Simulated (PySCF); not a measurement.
## Eu³⁸⁺: ionisation energy

Eu³⁸⁺ [Ar] 3d7 (4F) → Eu³⁹⁺ [Ar] 3d6 (5D), as a difference of total energies. Computed with PySCF 2.14 in an uncontracted even-tempered set (18 s from 6.6 bohr⁻², ratio 2.5; 13 p from 8.6 bohr⁻², ratio 2.5; 8 d from 8.6 bohr⁻², ratio 2.5; 4 f from 36 bohr⁻², ratio 2.7; 3 g from 54 bohr⁻², ratio 2.7), with the spin-free X2C one-electron Hamiltonian (Gaussian nucleus). Correlated levels: outer shells: [Ne] frozen; virtual orbitals above 40 to 60 times the deepest correlated orbital energy dropped. The calculations carry no spin-orbit coupling.

```csv
method,ionisation energy (eV)
UHF,2812.9
LDA,2813.0
PBE,2813.8
PBE0,2814.1
r2SCAN,2815.4
MN15,2803.5
PBEsol,2813.0
MP2 (outer shells),2814.1
SCS-MP2 (outer shells),2814.3
```

Spin-orbit coupling is strong in these open shells (close to jj coupling). The scalar numbers leave it out and a first-order estimate fails, so it can dominate the gap to the real levels.

Breit and QED terms and the two-electron picture change are absent.

For comparison: 2807 ± 4 eV (theoretical estimate listed by NIST; NIST Atomic Spectra Database, ionization energies).
